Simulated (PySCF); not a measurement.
Isomers of C3H15NSi3.

All values: PBE0/pcSseg-1 (PySCF) at GFN2-xTB geometries, gas phase, one conformer each.

Question: Rank by HOMO–LUMO gap, lowest first.
A. `[CH3:1][C@H:2]([SiH2:3][NH2:4])[SiH2:5][CH2:6][SiH3:7]` with C1–C2–Si3–N4 166°, C2–Si3–N4–H -178° and 46°, C1–C2–Si5–C6 -62°, C2–Si5–C6–Si7 178°
B. `[CH3:1][N:2]([CH3:3])[CH2:4][SiH2:5][SiH2:6][SiH3:7]` with C1–N2–C4–Si5 -70°, N2–C4–Si5–Si6 -33°, C4–Si5–Si6–Si7 -6°
C. `[CH3:1][N:2]([CH3:3])[Si:4]([CH3:5])([SiH3:6])[SiH3:7]` with C1–N2–Si4–C5 -169°
D. `[CH3:1][C@@H:2]([SiH3:3])[Si@@H:4]([NH2:5])[CH2:6][SiH3:7]` with C1–C2–Si4–N5 62°, C2–Si4–N5–H -53° and 169°, C2–Si4–C6–Si7 -55°
E. `[CH3:1][N:2]([CH3:3])[SiH2:4][Si@H:5]([CH3:6])[SiH3:7]` with C1–N2–Si4–Si5 164°, N2–Si4–Si5–C6 -51°

Answer: C (5.70 eV), E (6.02 eV), B (6.33 eV), A (7.64 eV), D (7.93 eV).

Question: Rank by HOMO energy, lowest first.
A. `[CH3:1][N:2]([CH3:3])[SiH2:4][Si@H:5]([CH3:6])[SiH3:7]` with C1–N2–Si4–Si5 164°, N2–Si4–Si5–C6 -51°
B. `[CH3:1][N:2]([CH3:3])[CH2:4][SiH2:5][SiH2:6][SiH3:7]` with C1–N2–C4–Si5 -70°, N2–C4–Si5–Si6 -33°, C4–Si5–Si6–Si7 -6°
C. `[CH3:1][N:2]([CH3:3])[Si:4]([CH3:5])([SiH3:6])[SiH3:7]` with C1–N2–Si4–C5 -169°
D. `[CH3:1][C@@H:2]([SiH3:3])[Si@@H:4]([NH2:5])[CH2:6][SiH3:7]` with C1–C2–Si4–N5 62°, C2–Si4–N5–H -53° and 169°, C2–Si4–C6–Si7 -55°

Answer: D (-7.24 eV), B (-6.59 eV), A (-6.31 eV), C (-6.17 eV).

Question: Rank by the highest Hirshfeld charge on any atom, lowest value first.
A. `[CH3:1][N:2]([CH3:3])[CH2:4][SiH2:5][SiH2:6][SiH3:7]` with C1–N2–C4–Si5 -70°, N2–C4–Si5–Si6 -33°, C4–Si5–Si6–Si7 -6°
B. `[CH3:1][C@@H:2]([SiH3:3])[Si@@H:4]([NH2:5])[CH2:6][SiH3:7]` with C1–C2–Si4–N5 62°, C2–Si4–N5–H -53° and 169°, C2–Si4–C6–Si7 -55°
C. `[CH3:1][C@H:2]([SiH2:3][NH2:4])[SiH2:5][CH2:6][SiH3:7]` with C1–C2–Si3–N4 166°, C2–Si3–N4–H -178° and 46°, C1–C2–Si5–C6 -62°, C2–Si5–C6–Si7 178°
D. `[CH3:1][N:2]([CH3:3])[SiH2:4][Si@H:5]([CH3:6])[SiH3:7]` with C1–N2–Si4–Si5 164°, N2–Si4–Si5–C6 -51°

Answer: A (+0.238 e), D (+0.269 e), C (+0.358 e), B (+0.381 e).

All values together:

```
                          SMILES  μ (D)  HOMO (eV)  LUMO (eV)  lowest IAO charge (e)  highest IAO charge (e)  lowest Hirshfeld charge (e)  highest Hirshfeld charge (e)
      CN(C)[SiH2][Si@H](C)[SiH3]   1.53      -6.31      -0.28             -0.683 (C)             +0.604 (Si)                   -0.209 (C)                   +0.269 (Si)
      CN(C)[Si](C)([SiH3])[SiH3]   1.44      -6.17      -0.46             -0.700 (C)             +0.632 (Si)                   -0.214 (C)                   +0.260 (Si)
        CN(C)C[SiH2][SiH2][SiH3]   1.99      -6.59      -0.26             -0.416 (C)             +0.446 (Si)                   -0.115 (C)                   +0.238 (Si)
C[C@@H]([SiH3])[Si@@H](N)C[SiH3]   1.70      -7.24       0.69             -0.844 (N)             +1.033 (Si)                   -0.314 (N)                   +0.381 (Si)
    C[C@H]([SiH2]N)[SiH2]C[SiH3]   0.37      -7.25       0.39             -0.842 (N)             +0.895 (Si)                   -0.320 (N)                   +0.358 (Si)
```

Conformers: `[CH3:1][N:2]([CH3:3])[SiH2:4][Si@H:5]([CH3:6])[SiH3:7]` with C1–N2–Si4–Si5 164°, N2–Si4–Si5–C6 -51°; `[CH3:1][N:2]([CH3:3])[Si:4]([CH3:5])([SiH3:6])[SiH3:7]` with C1–N2–Si4–C5 -169°; `[CH3:1][N:2]([CH3:3])[CH2:4][SiH2:5][SiH2:6][SiH3:7]` with C1–N2–C4–Si5 -70°, N2–C4–Si5–Si6 -33°, C4–Si5–Si6–Si7 -6°; `[CH3:1][C@@H:2]([SiH3:3])[Si@@H:4]([NH2:5])[CH2:6][SiH3:7]` with C1–C2–Si4–N5 62°, C2–Si4–N5–H -53° and 169°, C2–Si4–C6–Si7 -55°; `[CH3:1][C@H:2]([SiH2:3][NH2:4])[SiH2:5][CH2:6][SiH3:7]` with C1–C2–Si3–N4 166°, C2–Si3–N4–H -178° and 46°, C1–C2–Si5–C6 -62°, C2–Si5–C6–Si7 178°.
